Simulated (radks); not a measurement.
Values are calculated unless marked as measured or tabulated.
Question: Neutral iron: order these configurations by energy. Level of theory: scalar-relativistic Kohn-Sham, PBEsol, spin-polarised, spherical densities, finite nucleus; Fermi nuclear charge, rms radius of each element as measured or else 0.836 A^(1/3) + 0.57 fm (a radial shooting solver on a logarithmic mesh with Libxc functionals). Open shells are filled with parallel spins first. [Ar] 3d5 4s2 4p1; [Ar] 3d6 4s1 4p1; [Ar] 3d6 4s2; [Ar] 3d7 4s1.

Answer: From the lowest, in eV above it: [Ar] 3d6 4s2 0.000; [Ar] 3d7 4s1 0.458; [Ar] 3d6 4s1 4p1 2.693; [Ar] 3d5 4s2 4p1 5.577.
